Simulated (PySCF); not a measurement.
r2SCAN on Ga⁻ (gallium, charge -1), [Ar] 3d10 4s2 4p2, high-spin 3P determinant. Computed with PySCF 2.14 in aug-cc-pVTZ-DK (7s6p4d2f, 59 functions), with the spin-free X2C one-electron Hamiltonian (Gaussian nucleus).

```
cycle= 1 E= -1943.81105978162  delta_E= -0.00705  |g|= 0.161  |ddm|= 1.29
cycle= 2 E= -1943.80984353872  delta_E= 0.00122  |g|= 0.173  |ddm|= 1.41
cycle= 3 E= -1943.81692554424  delta_E= -0.00708  |g|= 0.0119  |ddm|= 0.896
cycle= 4 E= -1943.81709190556  delta_E= -0.000166  |g|= 0.000811  |ddm|= 0.131
cycle= 5 E= -1943.8170927914  delta_E= -8.86e-07  |g|= 0.000217  |ddm|= 0.0108
cycle= 6 E= -1943.81709280934  delta_E= -1.79e-08  |g|= 2.07e-05  |ddm|= 0.00158
cycle= 7 E= -1943.81709281025  delta_E= -9.13e-10  |g|= 2.91e-06  |ddm|= 0.00023
converged SCF energy = -1943.81709281025  <S^2> = 2.0050086  2S+1 = 3.0033372
```

Highest occupied orbital energy: 1.397 eV; ⟨L²⟩ = 2.01; populations by l: s 8.00, p 14.00, d 10.00, f 0.00.

**Question.** Can this result be used?

**Answer.** With care. Self-consistency was reached. At r2SCAN the highest occupied level has a positive energy, so only the finite basis holds that electron; in a semilocal or global hybrid functional this comes from self-interaction and does not mean that the real anion is unbound.
